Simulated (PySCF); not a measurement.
F2HS, SMILES F[SH+]F, charge +1. Atoms are numbered in the order given.

```xyz
4

F     -0.0312    -0.4721    -1.1812
S      0.1092     0.4735     0.0000
F     -0.0312    -0.4721     1.1812
H     -1.1856     0.9216     0.0000
```
Charge +1, spin multiplicity 1.

Geometry optimised at PBE0-D3(BJ)/def2-TZVP. The isomer is the one that the SMILES or the coordinates give; other isomers of the formula were not compared.

Method: PBE/pcSseg-2 (PySCF).

GIAO shieldings, no solvent; atoms alike by connectivity are averaged. δ = σ(ref) − σ: ¹⁹F against CFCl3 (σ = 132.0 ppm); ³³S against H2S (σ = 705.0 ppm); ¹H against TMS (σ = 31.47 ppm), references at their B3LYP-D3(BJ)/def2-TZVP geometries, non-relativistic.

```json
[
 {"atoms": "F1, F3", "nucleus": "¹⁹F", "count": "2", "δ (ppm)": "-104.3"},
 {"atoms": "S2", "nucleus": "³³S", "count": "1", "δ (ppm)": "…"},
 {"atoms": "H4", "nucleus": "¹H", "count": "1", "δ (ppm)": "11.53"}
]
```

**Question.** Complete the blanks. (Estimate from the structure and the level; the computed values follow.)

**Answer.** 
- S2, δ (ppm): 859.9
